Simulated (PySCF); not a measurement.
Electron correlation in Re⁶³⁺ (rhenium, charge +63)

[Ne] 3s2, closed-shell 1S. Calculation: PySCF 2.14, in an uncontracted even-tempered set (17 s from 18 bohr⁻², ratio 2.5; 12 p from 24 bohr⁻², ratio 2.5; 4 d from 87 bohr⁻², ratio 2.7; 4 f from 130 bohr⁻², ratio 2.7); the spin-free X2C one-electron Hamiltonian (Gaussian nucleus). Frozen: 1s2; 10 electrons correlated; the 20 highest virtual orbitals of each spin left out.

| level | correlation energy (mhartree) |
| --- | --- |
| CCSD | -495.43 |
| (T) | -0.33 |
| CCSD(T) | -495.76 |

Diagnostics: T1 = 9.4e-05, D1 = 0.0003, largest double amplitude 0.031.

Problem. Is a single reference adequate?

Solution. Yes, within this model without spin-orbit coupling: T1 lies below 0.03 and no double amplitude reaches 0.07.

At this charge the one-electron X2C treatment keeps the bare 1/r₁₂, with no two-electron picture change or Breit term. The effect here is smaller than on the frozen 1s shell; and a scalar Hamiltonian misses the large spin-orbit splitting of the p shells, which matters for ns² → np² pairs.
